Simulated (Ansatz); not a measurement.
C2H10GeSi (`C[SiH2][CH2][GeH3]`), charge 0, multiplicity 1.

**Question.** Give a relaxed structure at PBE0-D4/def2-TZVP (the Gaussian-basis code of Ansatz). (Estimate.)

**Answer.** The calculation gave: 
Z-matrix (Å, degrees):
```
C
Si 1 1.871
H 1 1.093 2 111.3
H 1 1.092 2 110.7 3 120.0
H 1 1.093 2 110.9 3 -120.2
C 2 1.872 1 111.7 3 61.8
H 2 1.491 1 109.7 3 -58.9
H 2 1.492 1 109.4 3 -176.6
Ge 6 1.957 2 114.6 1 -59.4
H 6 1.094 2 109.2 1 179.6
H 6 1.094 2 109.8 1 62.5
H 9 1.539 6 110.1 2 -53.4
H 9 1.539 6 110.6 2 -173.6
H 9 1.540 6 110.3 2 66.4
```
This is one stationary point; other conformers may exist.
